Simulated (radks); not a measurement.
Problem. These are the eigenvalues of the occupied orbitals of an atom or ion with whole-number occupations (eV). All-electron calculation, Dirac Kohn-Sham, BLYP, spin-unpolarised, spherical densities, point nucleus. Program: a radial shooting solver on a logarithmic mesh with Libxc functionals.

| orbital | eigenvalue |
|---|---|
| 1s1/2 | -50101.03 |
| 2s1/2 | -8306.867 |
| 2p1/2 | -7889.371 |
| 2p3/2 | -7193.493 |
| 3s1/2 | -1880.630 |
| 3p1/2 | -1699.868 |
| 3p3/2 | -1557.212 |
| 3d3/2 | -1245.067 |
| 3d5/2 | -1214.022 |
| 4s1/2 | -414.8640 |
| 4p1/2 | -344.2446 |
| 4p3/2 | -311.7356 |
| 4d3/2 | -195.1001 |
| 4d5/2 | -189.1076 |
| 5s1/2 | -78.5694 |
| 5p1/2 | -56.9937 |
| 5p3/2 | -51.3359 |
| 4f5/2 | -49.9131 |
| 4f7/2 | -48.9757 |
| 5d3/2 | -21.1714 |
| 5d5/2 | -20.4921 |
| 6s1/2 | -15.0916 |
| 6p1/2 | -10.1066 |
| 6p3/2 | -9.3040 |

Which element is it, and in what charge state? The configuration may be excited. Open shells, if any, are shared by 2j + 1.

Solution. Z = 64, gadolinium, charge +1: Gd+ in [Xe] 4f4 5d1 6s1 6p3. The list shows which subshells hold electrons but not how many an open one holds; the 1s level, -1841.2 hartree, gives Z - s = 60.7 by -(Z - s)^2/2, which with screening and relativity narrows Z to a few neighbours, and the depths of the outer levels then fix element, charge and occupations together.
